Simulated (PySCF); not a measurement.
Job file and geometry (Å, from GFN2-xTB) of an NMR shielding run on `N#C[C@@H](C#C)COC`, C₆H₇NO, PySCF 2.14.0, density-fitted response routines, GIAO PBE0/pcSseg-1 NMR shielding, non-relativistic, gas phase; density fitting, a coarse starting grid and PySCF grid level 2 are the driver's defaults:

```
$ OMP_NUM_THREADS=1 python probes_run.py task.json out

{"job": {"kind": "nmr", "xc": "PBE0", "basis": "pcSseg-1"}, "charge": 0, "multiplicity": 1}
C     -3.022030    -1.323208    -0.483911
C     -2.136461    -0.612256    -0.108921
C     -1.049582     0.258282     0.310227
C     -1.304125     1.597569    -0.184078
N     -1.512787     2.641868    -0.595830
C      0.303564    -0.253998    -0.216302
O      1.323158     0.463803     0.430389
C      2.606795     0.141130    -0.037454
H     -3.802981    -1.951948    -0.791894
H     -1.000740     0.298709     1.406139
H      0.357798    -0.117589    -1.308363
H      0.390197    -1.332463    -0.001855
H      3.304614     0.745786     0.537084
H      2.827810    -0.922696     0.115439
H      2.710356     0.375001    -1.103893
```

Question: What does the program print?

Answer: 
```
coarse grid: 13008 points
cycle   1  E = -362.0802367013  dE =  1.169e+00  |g| = 6.939e-01  |ddm| = 3.607e+00
cycle   2  E = -361.8574053136  dE =  2.228e-01  |g| = 1.253e+00  |ddm| = 1.903e+00
cycle   3  E = -362.1692733406  dE = -3.119e-01  |g| = 2.415e-01  |ddm| = 1.258e+00
cycle   4  E = -362.1807870191  dE = -1.151e-02  |g| = 9.111e-02  |ddm| = 2.212e-01
cycle   5  E = -362.1823757131  dE = -1.589e-03  |g| = 2.143e-02  |ddm| = 7.521e-02
cycle   6  E = -362.1824628448  dE = -8.713e-05  |g| = 9.014e-03  |ddm| = 2.327e-02
cycle   7  E = -362.1824809429  dE = -1.810e-05  |g| = 2.776e-03  |ddm| = 7.711e-03
cycle   8  E = -362.1824826079  dE = -1.665e-06  |g| = 4.480e-04  |ddm| = 2.298e-03
final grid: 127056 points
cycle   9  E = -362.2416951219  dE = -3.129e-05  |g| = 1.079e-02  |ddm| = 4.103e-02
cycle  10  E = -362.2416772751  dE =  1.785e-05  |g| = 1.494e-02  |ddm| = 1.937e-02
cycle  11  E = -362.2417167720  dE = -3.950e-05  |g| = 1.796e-03  |ddm| = 1.234e-02
cycle  12  E = -362.2417174190  dE = -6.470e-07  |g| = 5.443e-04  |ddm| = 1.728e-03
cycle  13  E = -362.2417174832  dE = -6.414e-08  |g| = 1.858e-04  |ddm| = 4.753e-04
cycle  14  E = -362.2417174902  dE = -6.975e-09  |g| = 7.165e-05  |ddm| = 1.616e-04
cycle  15  E = -362.2417174911  dE = -9.805e-10  |g| = 2.496e-05  |ddm| = 6.240e-05
converged SCF energy = -362.2417174911

GIAO shielding tensors (ppm)
atom      isotropic    diamagn.    paramagn.     s11        s22        s33       span
  0 C      106.234     255.647    -149.413     32.493     35.810    250.400    217.907
  1 C      107.136     262.076    -154.940      9.092     14.914    297.402    288.310
  2 C      162.594     239.349     -76.756    149.634    164.268    173.879     24.245
  3 C       65.056     260.129    -195.073    -51.872    -46.291    293.332    345.203
  4 N      -32.860     339.087    -371.947   -199.163   -193.917    294.499    493.662
  5 C      107.068     244.073    -137.005     76.672     90.943    153.589     76.916
  6 O      306.289     397.378     -91.089    271.355    316.164    331.347     59.993
  7 C      125.668     243.301    -117.633     94.326     98.741    183.936     89.610
  8 H       29.970      33.261      -3.291     24.816     24.910     40.184     15.367
  9 H       28.226      26.547       1.678     24.818     27.019     32.840      8.022
 10 H       28.051      30.686      -2.635     25.149     28.138     30.865      5.716
 11 H       28.048      30.479      -2.431     24.085     28.708     31.351      7.267
 12 H       27.689      27.716      -0.027     23.716     25.180     34.171     10.454
 13 H       28.364      28.380      -0.016     24.641     25.902     34.549      9.908
 14 H       28.259      28.603      -0.345     24.415     26.126     34.235      9.820
```

Question: Turn these shieldings into chemical shifts. Referencing at the same level of theory: ¹³C (186.93 ppm) and ¹H (31.72 ppm) vs TMS; NH3 for ¹⁵N (267.73 ppm); H2O for ¹⁷O (336.08 ppm).

Answer: Averaging equivalent atoms: C 3: 121.9; C 0: 80.7; C 5: 79.9; C 1: 79.8; C 7: 61.3; C 2: 24.3; N 4: 300.6; O 6: 29.8; H 11: 3.67; H 10: 3.67; H 12/13/14: 3.61; H 9: 3.49; H 8: 1.75 ppm. Experimental scales use liquid or dissolved standards, which lie at an offset from isolated NH3 (liquid NH3: subtract about 20 ppm) and H2O (liquid H2O: subtract about 36 ppm). Unscaled 15N shifts of sp2 nitrogen often come out too high even then, by a few to some tens of ppm.

Size and cost of the density-fitted run: 171 basis functions, 24 s wall time on 1 thread of an Arm Neoverse V2, shared host; peak memory 0.75 GiB.
